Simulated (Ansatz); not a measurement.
Stepwise reaction of `FB(F)S` with methanol, as a gas-phase model of exchange steps in deposition or etching. ΔE in kJ/mol.

Program: Ansatz. Geometries: PBE0-D4/def2-TZVP. ΔE: electronic, gas phase. CCSD(T)/CBS is the MP2 limit (def2-TZVPP, def2-QZVPP) plus CCSD(T) − MP2 in def2-TZVPP, frozen cores. This one scheme is used for every species. Functionals use def2-TZVPP. B3LYP here is the variant with VWN-RPA as its local correlation; programs differ in this. Each species was taken in one conformer, which may not be the lowest.

```csv
step,reaction,PBE-D4,B3LYP-D4,ωB97M-V,CCSD(T)/CBS
1,`FB(F)S` + CH₃OH → `COB(F)S` + H–F,9.2,8.8,9.7,3.7
```

(1) Give the row of step 2, `COB(F)S` + CH₃OH → `COB(S)OC` + H–F. (Best estimate.)

(2) By hand: ΔE of the 2 steps together at CCSD(T)/CBS.

Answers

(1) Ansatz gave: 
```csv
step,reaction,PBE-D4,B3LYP-D4,ωB97M-V,CCSD(T)/CBS
2,`COB(F)S` + CH₃OH → `COB(S)OC` + H–F,10.8,11.6,11.5,4.7
```

(2) (3.7) + (4.7) = 8.4 kJ/mol, or 4.2 kJ/mol a step.

In ΔE the steps differ by no more than 1.0 kJ/mol. PBE-D4 differs from CCSD(T)/CBS by 5.5 to 6.1 kJ/mol a step. Isolated molecules leave out the surface, adducts and barriers. Largest T1 diagnostic: 0.013.
